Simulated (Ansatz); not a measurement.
CH6F2OSSi2 (`CO[SiH](F)S[SiH2]F`), charge 0, multiplicity 1.

(1) Give a relaxed structure at PBE0-D4/def2-TZVP (Ansatz). (Estimate.)

## Answers

(1) The calculation gave: 
Cartesian coordinates in Å:
```
C -1.392 1.301 0.720
O -0.396 0.317 0.507
Si -0.655 -1.274 0.278
F -1.769 -1.459 -0.846
S 1.203 -2.057 -0.322
Si 2.058 -0.178 -0.899
F 3.410 -0.585 -1.647
H -2.064 1.370 -0.139
H -1.977 1.078 1.617
H -0.890 2.259 0.859
H -1.179 -1.960 1.475
H 1.212 0.545 -1.870
H 2.439 0.642 0.267
```
This is one stationary point; other conformers may exist.
